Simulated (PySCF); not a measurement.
## Correlation energy of Ar+ (argon, charge +1)

[Ne] 3s2 3p5, 2P determinant. Computed with PySCF 2.14 in aug-cc-pV(T+d)Z (6s5p4d2f, 55 functions), with no relativity, point nucleus. Frozen: [Ne]; 7 electrons correlated.

```
  level  correlation energy (mhartree)
   CCSD                        -193.66
    (T)                          -5.64
CCSD(T)                        -199.30
```

Diagnostics: T1 = 0.0065, D1 = 0.0223, largest double amplitude 0.041.

Cost of the coupled-cluster step: about 2.2 core-seconds, for 7 correlated electrons.

Iterations:

```
CC2 = 0
CCSD nocc = (np.int64(4), np.int64(3)), nmo = (50, 50)
frozen orbitals [[0, 1, 2, 3, 4], [0, 1, 2, 3, 4]]
max_cycle = 100
direct = 0
conv_tol = 1e-08
conv_tol_normt = 1e-06
diis_space = 8
diis_start_cycle = 0
Init t2, MP2 energy = -0.16861963743115
Init E_corr(UCCSD) = -0.168619637431643
cycle = 1  E_corr(UCCSD) = -0.188022689214036  dE = -0.0194030518  norm(t1,t2) = 0.0371088
cycle = 2  E_corr(UCCSD) = -0.191987052130431  dE = -0.00396436292  norm(t1,t2) = 0.0119179
cycle = 3  E_corr(UCCSD) = -0.193726999577538  dE = -0.00173994745  norm(t1,t2) = 0.00481042
cycle = 4  E_corr(UCCSD) = -0.193663477526687  dE = 6.35220509e-05  norm(t1,t2) = 0.000582894
cycle = 5  E_corr(UCCSD) = -0.193661873609835  dE = 1.60391685e-06  norm(t1,t2) = 8.7539e-05
cycle = 6  E_corr(UCCSD) = -0.193663232592155  dE = -1.35898232e-06  norm(t1,t2) = 2.42011e-05
cycle = 7  E_corr(UCCSD) = -0.19366322549548  dE = 7.09667478e-09  norm(t1,t2) = 5.41244e-06
cycle = 8  E_corr(UCCSD) = -0.193663216848845  dE = 8.64663491e-09  norm(t1,t2) = 1.0603e-06
cycle = 9  E_corr(UCCSD) = -0.193663219158269  dE = -2.30942404e-09  norm(t1,t2) = 2.82257e-07
UCCSD converged
E(UCCSD) = -526.4718427439518  E_corr = -0.1936632191582694
UCCSD(T) correction = -0.00564361620013274
```
